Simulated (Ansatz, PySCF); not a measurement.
Cl₂Sn, charge +1, doublet, at a GFN2-xTB geometry (such geometries of metal compounds can be far from the true shape) (a state made from the parent by changing its charge; the spin is typed, not shown lowest) (core potentials on Sn). Base run: WB97M-V/def2-SVP (PySCF).

Here is a job for PySCF.
```python
from pyscf import gto, scf, dft

mol = gto.Mole()
mol.atom = '''
    Sn    0.00755256   -0.00709993    0.44602132
    Cl    1.31419946    1.64977004   -0.65225992
    Cl   -1.33641287   -1.62888789   -0.65956749
'''
mol.basis = 'def2-svp'
mol.ecp = {'Sn': 'def2-svp'}
mol.charge = 1
mol.spin = 1
mol.verbose = 4
mol.build()

mf = dft.UKS(mol)
mf.xc = 'wb97m_v'
mf.kernel()
```

The same geometry, method and basis name were run in Ansatz (a program for electronic structure) and PySCF, at each program's defaults and at the settings that a row names. The base is PySCF at its defaults. Differences at the defaults can come from grids, fitting, cores and function types together.

| code and settings | ΔE vs base (µEh) | basis functions | E (Eh) | SCF cycles |
|---|---|---|---|---|
| PySCF, defaults (exact integrals, its default grid, spherical functions) | 0.0 | 62 | -1134.06153 | 13 |
| Ansatz, defaults (factorised integrals, its default grid, spherical functions) | -6.0 | 62 | -1134.06154 | - |
| PySCF, density fitting with def2-universal-jkfit | -16.1 | 62 | -1134.06155 | 13 |
| PySCF, fine grid | -4.9 | 62 | -1134.06154 | 13 |
| Ansatz, high accuracy | -4.4 | 62 | -1134.06153 | - |

Open shells are given as the SCF converged; they aren't shown to be the lowest states, and a large step between rows can be another state.
